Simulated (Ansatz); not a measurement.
Spectroscopic constants of TaIn, multiplicity 7 (an upper state: multiplicity 5 came lower at PBE0/def2-TZVPP). No spin–orbit coupling.

Constants: fifth-degree fit in 1/R to seven points, most abundant isotopes. Runs in def2 and cc sets follow the lowest solution found near the PBE0 minimum.

Codes used: Ansatz (Gaussian basis) for Hartree–Fock, density functionals and correlated methods. Values without a source in brackets are computed. In def2 rows elements past Kr take small-core potentials, without spin–orbit coupling.

```
level               r_e (Å)  ω_e (cm⁻¹)  B_e (cm⁻¹)  ω_e x_e (cm⁻¹)  dipole (D)
------------------  -------  ----------  ----------  --------------  ----------
PBE/def2-TZVPP        2.751         155      0.0317            0.40        0.71
PBE0/def2-TZVPP       2.717         166      0.0325            0.39        1.14
wB97X-V/def2-TZVPP    2.684         178      0.0333            0.58        2.06
```

Ansatz is a program for electronic structure.
